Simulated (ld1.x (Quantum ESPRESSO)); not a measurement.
## Reading a pseudo-wave (germanium (Ge))

Columns: radius, all-electron u(r) and pseudo u(r) of the 4p shell (level -30.14 eV) of germanium in the configuration [Ar] 3d10 4s1 4p0; PW91, scalar-relativistic, PAW scheme, ld1.x (Quantum ESPRESSO) 7.5.

| r (bohr) | all-electron | pseudo |
| --- | --- | --- |
| 0.100 | 0.2108 | 0.0073 |
| 0.200 | 0.0636 | 0.0288 |
| 0.300 | -0.1849 | 0.0634 |
| 0.400 | -0.3284 | 0.1096 |
| 0.500 | -0.3457 | 0.1651 |
| 0.600 | -0.2740 | 0.2275 |
| 0.700 | -0.1533 | 0.2942 |
| 0.800 | -0.0128 | 0.3623 |
| 0.900 | 0.1296 | 0.4296 |
| 1.000 | 0.2632 | 0.4936 |
| 1.100 | 0.3825 | 0.5527 |
| 1.200 | 0.4849 | 0.6053 |
| 1.300 | 0.5696 | 0.6506 |
| 1.400 | 0.6370 | 0.6881 |
| 1.500 | 0.6881 | 0.7177 |
| 1.600 | 0.7244 | 0.7394 |
| 1.700 | 0.7473 | 0.7535 |
| 1.800 | 0.7585 | 0.7603 |
| 1.900 | 0.7597 | 0.7599 |
| 2.000 | 0.7523 | 0.7523 |
| 2.100 | 0.7379 | 0.7379 |
| 2.200 | 0.7178 | 0.7178 |
| 2.300 | 0.6933 | 0.6933 |
| 2.400 | 0.6655 | 0.6655 |
| 2.500 | 0.6353 | 0.6353 |
| 2.600 | 0.6037 | 0.6037 |

How many radial nodes do the two functions have?

The all-electron 4p function has n − l − 1 = 2; the pseudo-wave has 0, since the states of the same l below it are removed with the core.

At about which radius was the pseudo-wave matched?

2.00 bohr, where the columns begin to agree (steps of 0.10 bohr).

Where does each function peak?

Outermost all-electron maximum near 1.90 bohr, pseudo maximum near 1.80 bohr (to the table’s step).

Is the pseudo-wave norm-conserving?

No, it belongs to a PAW set: the norm inside the radius is not constrained, and the difference is carried by the augmentation charge.
